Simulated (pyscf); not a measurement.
Structures and frequencies: ωB97X-D3(BJ)/def2-SVP in PySCF.

### Question
What is the homolytic dissociation enthalpy (298 K, ωB97M-D3(BJ)/def2-TZVP) of the Ga–O bond of `[NH2][GaH][O][SiH3]`, to [H₂N–GaH]• + •O–SiH₃?

### Answer
Ga–O to [H₂N–GaH]• + •O–SiH₃: 4.79 eV. The 7 functionals that were run give +4.55 (PBE) to +4.96 eV (ωB97X-D3(BJ)). The radicals are drawn with the spin at the cut bond; how far it spreads was not checked. •O–SiH₃ lies 1.08 eV over its isomer HO–SiH₂•, and others may lie lower still (electronic energy, ωB97M-D3(BJ)). Other isomers of [H₂N–GaH]• were not searched in full and may lie lower. Elements up to Kr have no core potential and no relativistic terms here.
